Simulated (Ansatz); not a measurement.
Stepwise reaction of `[O]=[Nb]([F])([F])[Cl]` with water, as a gas-phase model of exchange steps in deposition or etching. ΔE in kJ/mol; ΔG adds harmonic PBE0-D4 terms to CCSD(T)/CBS, at 1 bar.

Isolated molecules relaxed with PBE0-D4/def2-TZVP in Ansatz; ΔE leaves out vibrations. CCSD(T)/CBS is the MP2 limit (def2-TZVPP, def2-QZVPP) plus CCSD(T) − MP2 in def2-TZVPP, frozen cores. This one scheme is used for every species. DFT in def2-TZVPP. B3LYP here is the variant with VWN-RPA as its local correlation; programs differ in this. Elements past krypton have def2 core potentials. For Nb outer-core shells are correlated without core-valence functions, which leaves a few kJ/mol of doubt a bond. Each species was taken in one conformer, which may not be the lowest.

| step | reaction | PBE-D4 | B3LYP-D4 | ωB97M-V | CCSD(T)/CBS | ΔG(400 K) |
| --- | --- | --- | --- | --- | --- | --- |
| 2 | `[O]=[Nb]([OH])([F])[Cl]` + H₂O → `[O]=[Nb]([OH])([OH])[Cl]` + H–F | 33.8 | 32.3 | 33.2 | 27.4 | 27.7 |

Q: Give the row of step 1, `[O]=[Nb]([F])([F])[Cl]` + H₂O → `[O]=[Nb]([OH])([F])[Cl]` + H–F. (Best estimate.)

A: The calculation gave: 
| step | reaction | PBE-D4 | B3LYP-D4 | ωB97M-V | CCSD(T)/CBS | ΔG(400 K) |
| --- | --- | --- | --- | --- | --- | --- |
| 1 | `[O]=[Nb]([F])([F])[Cl]` + H₂O → `[O]=[Nb]([OH])([F])[Cl]` + H–F | 26.6 | 24.9 | 26.2 | 20.3 | 21.5 |

Q: By hand: ΔE of the 2 steps together at CCSD(T)/CBS.

A: (20.3) + (27.4) = 47.7 kJ/mol, or 23.9 kJ/mol a step.

In ΔE each step is higher than the one before. All are uphill at CCSD(T)/CBS. ΔG lies between 21.5 and 27.7 kJ/mol a step. PBE-D4 differs from CCSD(T)/CBS by 6.3 to 6.4 kJ/mol a step. Isolated molecules leave out the surface, adducts and barriers. Largest T1 diagnostic: 0.022.
